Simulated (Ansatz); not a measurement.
Calculated with Ansatz (gas phase, PBE0-D4/def2-TZVP geometries, no zero-point term in ΔE). CCSD(T)/CBS is the MP2 limit (def2-TZVPP, def2-QZVPP) plus CCSD(T) − MP2 in def2-TZVPP, frozen cores. Functionals use def2-TZVPP. def2 core potentials past Kr. For Te outer-core shells are correlated without core-valence functions, which leaves a few kJ/mol of doubt a bond. Each species was taken in one conformer, which may not be the lowest.

Reaction (redistribution): `[SiH3][SiH2]C[TeH]` + `CB(O)F` → `OB(F)[SiH2][SiH3]` + `CC[TeH]`

`[SiH3][SiH2]C[TeH]`:

Cartesian coordinates in Å:
```
Si -0.489 0.799 1.662
Si 0.986 -0.154 0.112
C 0.270 -0.026 -1.618
Te -1.675 -0.935 -1.694
H -1.164 1.973 1.043
H 0.274 1.272 2.852
H -1.520 -0.166 2.123
H 1.216 -1.590 0.432
H 2.308 0.538 0.167
H 0.903 -0.469 -2.386
H 0.093 1.021 -1.874
H -1.203 -2.264 -0.820
```

`CB(O)F`:

Z-matrix (Å, degrees):
```
C
B 1 1.558
H 1 1.094 2 110.3
H 1 1.090 2 112.6 3 121.6
H 1 1.094 2 110.2 3 -116.8
O 2 1.353 1 122.1 3 -121.7
F 2 1.343 1 119.9 3 58.3
H 6 0.962 2 112.8 1 -180.0
```

`OB(F)[SiH2][SiH3]`:

```xyz
11

O     2.531    0.127   -0.270
B     1.437   -0.615   -0.530
F     1.538   -1.949   -0.493
Si   -0.351    0.263   -0.909
Si   -1.596    0.353    1.073
H     3.314   -0.401   -0.072
H    -1.111   -0.533   -1.912
H    -0.165    1.644   -1.431
H    -0.871    1.156    2.095
H    -1.799   -1.020    1.610
H    -2.927    0.974    0.838
```

`CC[TeH]`:

```xyz
9

C     0.768    0.722   -0.520
C    -0.465    0.065    0.063
Te    0.056   -1.847    0.918
H     1.532    0.894    0.242
H     0.511    1.692   -0.955
H     1.214    0.113   -1.311
H    -1.220   -0.120   -0.698
H    -0.901    0.665    0.861
H    -1.495   -2.184    1.399
```

```
          level  ΔE (kJ/mol)
        ωB97M-V         80.6
         B2PLYP         72.2
CCSD/def2-TZVPP         74.8
  HF/def2-QZVPP         71.7
```

Question: What does CCSD(T)/CBS give? (Best estimate.)

Answer: Computed: +78.1 kJ/mol. The listed levels differ from it by 2.5, -5.9, -3.3, -6.4 kJ/mol.

Largest T1 diagnostic among the species: 0.014.

In def2-TZVPP, CCSD(T) changes the Hartree–Fock value by +3.5 kJ/mol (the triples alone add +0.3 kJ/mol) and MP2 by +11.2 kJ/mol. The D4 term adds +8.2 kJ/mol with B3LYP and +4.5 kJ/mol with PBE0; it sums over pairs of atoms, weighted by their polarisabilities, and B3LYP, whose exchange is more repulsive, gets the larger term.

B3LYP here is the variant with VWN-RPA as its local correlation; programs differ in this.
